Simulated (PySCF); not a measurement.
WO3, SMILES [O]=[W](=[O])=[O], multiplicity 1.

Geometry optimised at PBE-D3(BJ)/def2-TZVP. A frequency run showed that this geometry is not a minimum. The spin state was assumed, not searched. The isomer is the one that the SMILES or the coordinates give; other isomers of the formula were not compared. The def2 effective core potentials stand for the cores of W; spin–orbit coupling is left out.

Two levels are set side by side: PBE/def2-TZVPD (PySCF) and HF/def2-TZVPD (PySCF). Same geometry, gas phase. Differences are taken from unrounded values.

```
quantity                         HF
---------------------------  ------
orbital gap (eV)              10.28
highest occupied level (eV)  -12.97
lowest empty level (eV)       -2.68
mean polarisability (bohr³)    43.8
```

Q: What does PBE give, and how far is it from HF? (Estimate from the structure and the level; the computed values follow.)

A: 
```json
[
 {"quantity": "orbital gap (eV)", "PBE": "0.97", "PBE minus HF": "-9.31"},
 {"quantity": "highest occupied level (eV)", "PBE": "-7.78", "PBE minus HF": "5.18"},
 {"quantity": "lowest empty level (eV)", "PBE": "-6.81", "PBE minus HF": "-4.13"},
 {"quantity": "mean polarisability (bohr³)", "PBE": "49.8", "PBE minus HF": "6.0"}
]
```

PBE's occupied levels lie high since its potential decays too fast outside the molecule; exact exchange lowers them and widens the gap. PBE's more diffuse valence density responds more strongly to a field. Differences between two approximate levels are no errors against the true value.

Rough cost on one machine, each run with all the roots and properties that it gave: HF against PBE about 1/3.
